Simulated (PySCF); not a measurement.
Mg(F)(OMe) (CH₃FMgO), SMILES [F][Mg][O]C.

Coordinates come from a r2SCAN-D4/def2-SVP optimisation. One conformer was computed; it need not be the lowest.

Method: TDA-ωB97X/def2-SVPD (PySCF 2.14.0).

Vertical excitations; the highest root listed may be one member of a degenerate set.  State labels are in the subgroup Cs.

Computed excitation energies, oscillator strengths and character:
```tsv
state	symmetry	energy (eV)	λ (nm)	f	main pairs
S1	A'	5.36	231	0.030	HOMO→LUMO (degenerate set)
S2	A"	5.36	231	0.030	HOMO−1→LUMO (degenerate set)
S3	A"	7.07	175	0.002	HOMO−1→LUMO+1, HOMO→LUMO+2, HOMO−1→LUMO+6, HOMO→LUMO+5 (degenerate set)
S4	A'	7.08	175	0.002	HOMO−1→LUMO+2, HOMO→LUMO+1, HOMO−1→LUMO+5, HOMO→LUMO+6 (degenerate set)
S5	A"	7.15	173	0.000	HOMO→LUMO+2 38 %, HOMO−1→LUMO+1 38 %, HOMO→LUMO+5 9 %, HOMO−1→LUMO+6 9 %
S6	A'	7.57	164	0.131	HOMO→LUMO+1 43 %, HOMO−1→LUMO+2 43 %
S7	A'	7.59	163	0.054	HOMO−2→LUMO (degenerate set)
S8	A"	7.59	163	0.054	HOMO−3→LUMO (degenerate set)
S9	A'	7.77	160	0.022	HOMO→LUMO+3, HOMO→LUMO+4 (degenerate set)
S10	A"	7.77	160	0.022	HOMO−1→LUMO+3, HOMO−1→LUMO+4 (degenerate set)
T1	A'	5.32	233	0	HOMO→LUMO (degenerate set)
T2	A"	5.32	233	0	HOMO−1→LUMO (degenerate set)
T3	A'	7.00	177	0	HOMO−1→LUMO+2 39 %, HOMO→LUMO+1 39 %, HOMO−1→LUMO+5 7 %, HOMO→LUMO+6 7 %
T4	A'	7.08	175	0	HOMO→LUMO+1 39 %, HOMO−1→LUMO+2 39 %, HOMO→LUMO+6 8 %, HOMO−1→LUMO+5 8 %
```
Triplets are in the Tamm–Dancoff approximation.
